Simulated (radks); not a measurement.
V, 23 electrons, occupied as [Ar] 3d3 4s2 (the NIST ground configuration). Calculated with a radial shooting solver on a logarithmic mesh with Libxc functionals: scalar-relativistic Kohn-Sham, r2SCAN, spin-polarised, spherical densities, finite nucleus; open shells are filled with parallel spins first; meta-GGA in the generalised Kohn-Sham scheme; Fermi nuclear charge, rms radius 3.6002 fm. Some entries of the table are withheld. Estimate them.

| orbital | occ. | eigenvalue (eV) | <r> (bohr) |
|---|---|---|---|
| 1s down | 1 | -5385.495 | 0.06645 |
| 1s up | 1 | -5385.470 | 0.06645 |
| 2s up | 1 | -610.6865 | 0.3076 |
| 2s down | 1 | -609.4351 | 0.3071 |
| 2p up | 3 | -508.4780 | 0.2741 |
| 2p down | 3 | -507.5168 | 0.2735 |
| 3s up | 1 | -74.0936 | 0.9486 |
| 3s down | 1 | -70.4619 | 0.9499 |
| 3p up | 3 | -46.7791 | 1.017 |
| 3p down | 3 | -43.1375 | 1.019 |
| 3d up | 3 | -6.2458 | 1.406 |
| 4s up | 1 | (1) | (2) |
| 4s down | 1 | (3) | (4) |
| 3d down | 0 | -2.9423 | 1.624 |
| 4p up | 0 | -1.3677 | 4.199 |
| 4p down | 0 | -1.2877 | 4.743 |

Answer. 
(1) 4s up eigenvalue (eV): -5.1865
(2) 4s up <r> (bohr): 3.246
(3) 4s down eigenvalue (eV): -4.3623
(4) 4s down <r> (bohr): 3.591
